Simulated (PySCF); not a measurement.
A calculated (PBE, PySCF 2.14, def2-SVP, the non-relativistic Hamiltonian (point nucleus)) atom or ion has these occupied shells.

```csv
shell,electrons,orbital energy (eV),"rms radius, mean of both spins (bohr)"
1s α,1,-852.98,0.183
1s β,1,-851.99,0.183
2s α,1,-55.774,0.963
2s β,1,-53.433,0.963
2p α,3,-33.338,1.00
2p β,2,-31.334,1.00
```

Name the element and its charge.

Ne⁺ (neon, charge +1), in [He] 2s2 2p5, 2P determinant.
